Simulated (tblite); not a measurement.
Compound: iodoethene, C₂H₃I.
Atom-mapped SMILES: `[CH2:1]=[CH:2][I:3]` (hydrogens: H4, H5 on C1; H6 on C2)

Method: GFN2-xTB as coded in tblite; computed harmonic values from a numerical Hessian at the method's own geometry, unscaled. Errors from tens to a few hundred cm⁻¹ against measured bands are possible.

Harmonic wavenumbers (cm⁻¹): 313.8, 548.2, 565.2, 873.0, 992.5, 1001.5, 1226.2, 1380.9, 1665.2, 3092.4, 3099.3, 3132.5.

A = 53855, B = 3223, C = 3041 MHz; mass 153.928 u (most abundant isotopes); point group Cs, symmetry number 1.

Task: Zero-point energy?

Result: ½Σν̃ = 8945 cm⁻¹ = 107.01 kJ/mol.

Task: Give the ideal-gas entropy at 400 K and 1 bar in the rigid-rotor, harmonic-oscillator model (classical rotation).

Result: Translation 177.78, rotation 103.77, vibration 20.11: S = 301.7 J/(mol K).

Task: And Cp and H(400 K) − H(0)?

Result: Cp = 67.17 J/(mol K), of which vibrations give 33.92 (their classical limit is 12 R = 99.8); H(400 K) − H(0) = 18.68 kJ/mol without the zero-point energy, 5.37 from vibrations.

Task: Which modes carry the vibrational entropy at 400 K?

Result: 313.8 cm⁻¹: 7.74; 548.2 cm⁻¹: 3.90; 565.2 cm⁻¹: 3.71; 873.0 cm⁻¹: 1.55; 992.5 cm⁻¹: 1.10; 1001.5 cm⁻¹: 1.07 J/(mol K); the other 6 give 1.05 together.

Task: How do the functions run with temperature in this model?

Result: 
```tsv
T (K)	S (J/(mol K))	Cp (J/(mol K))	H − H(0) (kJ/mol)	G − H(0) (kJ/mol)	ln q(vib)
50	212.4	33.3	1.66	-8.96	0.00
100	236.0	35.5	3.37	-20.23	0.01
298.15	283.5	56.4	12.37	-72.17	0.43
373.15	297.1	64.5	16.91	-93.95	0.70
500	317.6	75.9	25.85	-132.96	1.23
750	351.6	91.6	46.95	-216.77	2.39
1000	379.5	102.1	71.25	-308.27	3.55
```

q(vib) and H(0) count from the zero-point level.

Task: What must be added to the electronic energy to get the Gibbs energy at 400 K and 1 bar?

Result: ZPE + [H(400 K) − H(0)] − T·S = 107.01 + 18.68 − 120.66 = 5.03 kJ/mol.
